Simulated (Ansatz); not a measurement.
One change: `C[SiH2][AlH][AlH2]` becomes `C[SiH2][AlH][SnH3]`.

Ansatz, PBE0-D4/def2-TZVP geometries, multiplicity 1. Each molecule was computed in one conformer, which needn't be the lowest.

Elements past krypton have def2 core potentials.

```csv
property,`C[SiH2][AlH][AlH2]`
HOMO–LUMO gap (B3LYP/def2-TZVPP) / eV,3.97
size of the dipole moment (ωB97M-V/def2-TZVPP) / D,0.53
LUMO energy (PBE0/def2-TZVPP) / eV,-2.29
HOMO–LUMO gap (PBE0/def2-TZVPP) / eV,4.30
HOMO energy (B3LYP/def2-TZVPP) / eV,-6.40
LUMO energy (ωB97M-V/def2-TZVPP) / eV,-0.65
```

Q: Give the same properties after the change, and the shifts. (Estimate.)

A: The calculation gave: 
| property | `C[SiH2][AlH][SnH3]` | shift |
| --- | --- | --- |
| HOMO–LUMO gap (B3LYP/def2-TZVPP) / eV | 4.20 | 0.23 |
| size of the dipole moment (ωB97M-V/def2-TZVPP) / D | 0.93 | 0.40 |
| LUMO energy (PBE0/def2-TZVPP) / eV | -2.41 | -0.12 |
| HOMO–LUMO gap (PBE0/def2-TZVPP) / eV | 4.55 | 0.25 |
| HOMO energy (B3LYP/def2-TZVPP) / eV | -6.78 | -0.38 |
| LUMO energy (ωB97M-V/def2-TZVPP) / eV | -0.78 | -0.13 |

With PBE0 the HOMO falls by 0.37 eV and the LUMO falls by 0.12 eV, so the gap widens by about 0.25 eV. PBE moves the HOMO by -0.37 eV and ωB97M-V by -0.42 eV. Dipoles are sizes alone; their direction can turn.

B3LYP here is the variant with VWN-RPA as its local correlation; programs differ in this.
